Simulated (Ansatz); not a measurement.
Program: Ansatz. Geometries: PBE0-D4/def2-TZVP. ΔE: electronic, gas phase. CBS: MP2 limit from def2 TZ/QZ plus the TZ coupled-cluster correction, frozen cores. DFT in def2-TZVPP. HSE06 is defined as in plane-wave codes. One conformer a species, not always the lowest.

`B/C=C1\O[SiH2]1` + `O[SiH2]S` → `BO[SiH2]S` + `C=C1O[SiH2]1`  (ligand exchange at a B–C bond)

```
             level  ΔE (kJ/mol)
            PBE-D4        -80.2
         revPBE-D4        -78.6
          HSE06-D4        -84.1
            B2PLYP        -92.4
            revPBE        -79.7
           r2SCANh        -86.4
SCS-MP2/def2-QZVPP        -94.9
      HF/CBS(def2)       -105.4
```

Problem. What does CCSD(T)/CBS give? (Estimate.)

Solution. The calculation gave: -93.5 kJ/mol. The listed levels differ from it by 13.3, 14.9, 9.4, 1.1, 13.8, 7.1, -1.4, -11.9 kJ/mol.

Largest T1 diagnostic among the species: 0.016.

Leaving LDA and LC-ωPBE aside and taking each functional with its dispersion term where it has one, the values, not all of them listed here, spread over 18.7 kJ/mol, from BHLYP-D4 to revPBE-D4. In def2-TZVPP, CCSD(T) changes the Hartree–Fock value by +9.9 kJ/mol (the triples alone add +2.7 kJ/mol) and MP2 by +13.6 kJ/mol.
